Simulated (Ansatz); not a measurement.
Reaction (formal exchange of groups at the Si–O bond): `[SiH3][O][Sn][O][SiH3]` + `C[S][GaH2]` → `[SiH3]C[S][GaH2]` + `[OH][Sn][O][SiH3]`

Isolated molecules relaxed with PBE0-D4/def2-TZVP in Ansatz; ΔE leaves out vibrations. CBS: MP2 limit from def2 TZ/QZ plus the TZ coupled-cluster correction, frozen cores. Functionals use def2-TZVPP. def2 core potentials past Kr. For Ga, Sn outer-core shells are correlated without core-valence functions, which leaves a few kJ/mol of doubt a bond. Scalar relativity is left out up to krypton. Each species was taken in one conformer, which may not be the lowest.

| level | ΔE (eV) |
| --- | --- |
| PBE-QIDH | 1.09 |
| MP2/CBS(def2) | 1.11 |

**Question.** What does CCSD(T)/CBS give? (An estimate is asked.)

**Answer.** Ansatz gave: +1.11 eV. The listed levels differ from it by -0.02, 0.00 eV.

Largest T1 diagnostic among the species: 0.016.

Leaving LDA and LC-ωPBE aside and taking each functional with its dispersion term where it has one, the values, not all of them listed here, spread over 0.31 eV, from revPBE-D4 to BHLYP-D4. LDA lies −0.04 eV from PBE without D4. From r2SCAN to r2SCAN0 (25 % exact exchange), in def2-TZVPP and without D4, ΔE moves by +0.04 eV. In def2-TZVPP, CCSD(T) changes the Hartree–Fock value by −0.28 eV (the triples alone add −0.04 eV) and MP2 by −0.28 eV.
